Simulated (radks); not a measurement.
Values are calculated unless marked as measured or tabulated.
Problem. Coherent X-ray form factor from a spherical all-electron density. Code: a radial shooting solver on a logarithmic mesh with Libxc functionals. Model: non-relativistic Kohn-Sham, PBE, spin-polarised, spherical densities, point nucleus.

sin(theta)/lambda (1/angstrom)  f0 (electrons)
0.05                                    53.836
0.1                                     51.082
0.15                                    47.800
0.2                                     44.465
0.25                                    41.295
0.3                                     38.427
0.4                                     33.650
0.5                                     29.769
0.6                                     26.439
0.8                                     21.276
1                                       17.952
1.25                                    15.197
1.5                                     12.888
2                                        8.906

The species is in the configuration that NIST lists as its ground one. Which atom or ion scatters so?

Solution. The barium ion Ba+, [Xe] 6s1. Extrapolating in s^2 from the first two rows gives f0(0) = 54.8, near the electron count 55; among species with that count, the fall with angle is slower the higher Z, and the table is that of Z = 56; from so few rows the species is fixed only to a neighbour or two.
